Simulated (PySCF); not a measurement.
The calculation used core-valence-separated Tamm–Dancoff BHandHLYP/aug-pcX-1 (pcseg-1 on H, def2-SVPD on Si) in PySCF, non-relativistic, gas phase, PBE0-D3(BJ)/def2-SVP geometry. No empirical shift is added; at this level the pattern usually sits a few eV under experiment.

Main lines of an unknown, eV (oscillator strength): C K: 284.9 (0.011), 285.4 (0.022), 285.7 (0.025), 285.8 (0.012), 286.0 (0.011); O K: 533.6 (0.002), 533.9 (0.017), 534.2 (0.016), 534.4 (0.008), 535.0 (0.006). Listed: the first five lines at most of each edge with a tenth or more of its strongest line's intensity; roots within 0.03 eV on the same or equivalent atoms are summed. Only the lowest roots were sought, and the top ones are left out.

Problem. Which candidate gives them?
A. `C=CCC[SiH2]O`
B. `CO[C@H]1CC[SiH2]1`
C. `O[SiH]1CCCC1`
D. `C=CC[SiH2]OC`

Solution. B. 

- `CO[C@H]1CC[SiH2]1`: C K: 284.9 (0.011), 285.4 (0.022), 285.7 (0.025), 285.8 (0.012), 286.0 (0.011); O K: 533.6 (0.002), 533.9 (0.017), 534.2 (0.016), 534.4 (0.008), 535.0 (0.006). First C line listed at 284.9 eV, hole on the sp3 carbon bound to silicon; first O line listed at 533.6 eV, hole on the ether oxygen.
- `C=CCC[SiH2]O`: C K: 282.7 (0.054), 282.7 (0.068), 285.3 (0.011), 285.6 (0.009), 285.7 (0.009); O K: 531.7 (0.017), 533.7 (0.026), 534.1 (0.016), 534.5 (0.014). First C line listed at 282.7 eV, hole on the terminal =CH2 carbon (1s→π*); first O line listed at 531.7 eV, hole on the silanol oxygen.
- `O[SiH]1CCCC1`: C K: 285.0 (0.012), 285.1 (0.011), 285.4 (0.013), 285.5 (0.049), 285.5 (0.013); O K: 531.7 (0.018), 533.8 (0.020), 533.8 (0.014), 534.4 (0.013), 534.6 (0.004). First C line listed at 285.0 eV, hole on the sp3 carbon bound to silicon; first O line listed at 531.7 eV, hole on the silanol oxygen.
- `C=CC[SiH2]OC`: C K: 282.6 (0.056), 282.8 (0.065), 285.6 (0.009), 285.6 (0.010), 285.9 (0.027); O K: 532.7 (0.009), 533.7 (0.014), 533.8 (0.008), 534.3 (0.007), 534.5 (0.002). First C line listed at 282.6 eV, hole on the terminal =CH2 carbon (1s→π*); first O line listed at 532.7 eV, hole on the silyl ether oxygen.

One conformer each; other structures than these candidates weren't tested.

Shape of the structure used: `[CH3:1][O:2][C@H:3]1[CH2:4][CH2:5][SiH2:6]1`: C1–O2–C3–C4 -175°.
